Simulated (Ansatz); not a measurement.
Zn2Cl5⁻, relaxed as a singlet with RKS PBE-D4/def2-SVPD in Ansatz, starting from the GFN1-xTB geometry. Force threshold 0.02 eV/Å.

The structure comes from a short search, and lower isomers may exist.

Start:

```csv
atom,x (Å),y (Å),z (Å)
Zn1,1.004,0.219,-1.979
Zn2,-0.996,-0.213,1.980
Cl3,-2.952,0.610,2.182
Cl4,-0.104,1.212,-3.504
Cl5,2.948,-0.626,-2.203
Cl6,0.065,-1.268,3.500
Cl7,0.036,0.065,0.024
```

```csv
step,energy (eV),largest force component (eV/Å),SCF passes
1,-159391.7809,0.929,16
2,-159391.9789,0.301,18
3,-159392.0133,0.121,18
4,-159392.0273,0.104,24
5,-159392.0442,0.189,23
6,-159392.0684,0.172,18
7,-159392.0916,0.125,24
8,-159392.1208,0.090,24
9,-159392.1410,0.072,18
10,-159392.1554,0.109,18
11,-159392.1586,0.083,17
13,-159392.1605,0.010,19
15,-159392.1630,0.092,18
17,-159392.1832,0.190,23
19,-159392.2323,0.134,24
21,-159392.2872,0.105,18
23,-159392.3662,0.095,18
25,-159392.4867,0.221,24
27,-159392.6029,0.160,24
29,-159392.8021,0.298,25
31,-159392.8346,0.006,19
```

Force components are those of the run's own axes.

End:

```xyz
7

Zn    1.132   -0.311   -0.733
Zn   -1.131    0.310    0.734
Cl   -2.932    0.809    1.898
Cl   -1.079   -0.034   -1.650
Cl    2.931   -0.803   -1.903
Cl    0.234   -1.649    1.059
Cl    0.847    1.679    0.595
```

Bonds formed: Zn1–Cl6, Zn2–Cl4 (atoms count from 1). Metal–metal contacts that move far: Zn1–Zn2 4.46 to 2.77 Å. The end is the same structure that another start reached, the lowest one found.

The force fell under the threshold at step 13, but the optimiser went on and released 0.674 eV more. No frequencies were taken in this run, so the end may be a saddle point.

Run time 54 s (4 threads of INTEL XEON PLATINUM 8581C on a shared host).
